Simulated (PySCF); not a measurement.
**Shapes and spin states of Nb(OH)₂**

Method: PySCF, PBE, basis Nb def2-SVP with ECP28, O def2-SVP, H def2-SVP (scalar-relativistic core potentials, no spin–orbit coupling, density fitting).

Relaxations began from a few typed shapes and spin states; open shells are unrestricted. The search is not exhaustive: other isomers or separated fragments can lie lower, and high-lying points may rest on an excited occupation.

| spin | group | bonds | angles | imaginary modes (cm⁻¹) | ΔE (kJ/mol) | ΔE with ZPE (kJ/mol) |
| --- | --- | --- | --- | --- | --- | --- |
| quartet | D∞h | Nb–O 1.890 Å (×2), O–H 0.967 Å (×2) | H–O–Nb 180.0° (×2), O–Nb–O 180.0° | none | 0.0 | 0.0 |
| broken-symmetry Ms = 1/2 (⟨S²⟩ 1.64) | C2v | Nb–O 1.881 Å (×2), O–H 0.968 Å (×2) | H–O–Nb 166.2° (×2), O–Nb–O 165.5° | none | 45.0 | 45.0 |

The lowest minimum found is the quartet D∞h: Nb–O 1.890 Å (×2), O–H 0.967 Å (×2); H–O–Nb 180.0° (×2), O–Nb–O 180.0°.

For the lowest minimum: open d and f shells are described by one determinant, and the ground state may have another occupation or spin.
